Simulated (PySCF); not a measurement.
Assigning NMR signals

Geometry:
```tsv
atom	x (Å)	y (Å)	z (Å)
C1	-2.700	0.725	-0.110
C2	-1.294	0.219	-0.014
C3	-0.220	1.102	0.017
C4	1.081	0.648	0.085
C5	1.337	-0.720	0.123
P6	3.010	-1.455	0.216
C7	3.917	-0.085	0.237
O8	4.698	0.776	0.261
C9	0.268	-1.612	0.092
C10	-1.029	-1.144	0.024
H11	-2.986	0.826	-1.158
H12	-3.394	0.034	0.362
H13	-2.795	1.700	0.360
H14	-0.406	2.166	-0.011
H15	1.895	1.358	0.110
H16	0.458	-2.676	0.123
H17	-1.848	-1.849	0.002
```

[PySCF 2.14.0 with density-fitted response routines: shielding tensors at PBE0/pcSseg-1 (GIAO); GFN2-xTB geometry; isolated molecule; one conformer; relativity neglected; rapidly exchanging positions averaged]

References, each an isolated molecule treated in the same way: TMS for $^{13}$C (σ = 186.93 ppm) and $^{1}$H (σ = 31.72 ppm).

(1) Assign these signals to the numbered atoms. $^{13}$C{$^{1}$H} NMR (computed): δ 232.1, 143.1, 138.5, 135.7, 123.9, 23.9.

(2) Assign these signals to the numbered atoms. $^{1}$H NMR (600 MHz, computed): δ 7.49 (m, 2H), 7.39 (m, 2H), 2.45 (s, 3H).

Answers

(1) 
232.1 → C7, central carbon of a heterocumulene
143.1 → C2, substituted aromatic carbon
138.5 → C4/C9, aromatic CH: the aromatic region
135.7 → C3/C10, aromatic CH
123.9 → C5, substituted aromatic carbon
23.9 → C1, methyl carbon on an aromatic ring: aliphatic region, no heteroatom directly attached

(2) 
| δ (ppm) | atoms | environment | reason |
| --- | --- | --- | --- |
| 7.49 | H15/H16 | hydrogen on an aromatic CH | ring-current deshielding |
| 7.39 | H14/H17 | hydrogen on an aromatic CH | – |
| 2.45 | H11/H12/H13 | hydrogen on a methyl carbon on an aromatic ring | benzylic-type position, deshielded by the ring |

H15/H16 and H14/H17 lie closer than the usual error of such a calculation, so a measured spectrum could show them in the other order.

Splittings by $^{31}$P in the carbon and heteronuclear signals aren't shown, as no couplings were computed. Shifts are as computed. Against solution values, carbons near 30 ppm lie about +3 ppm off and those near 130 ppm about +5 ppm. Of 1211 compounds with measured shifts, 218 miss one by over three times the rms of a fit or turn the order of signals round; such compounds aren't used in these exercises. Multiplicities follow the n + 1 count of equivalent neighbours, as no J values were calculated; m marks all less simple cases, F and P coupling included.
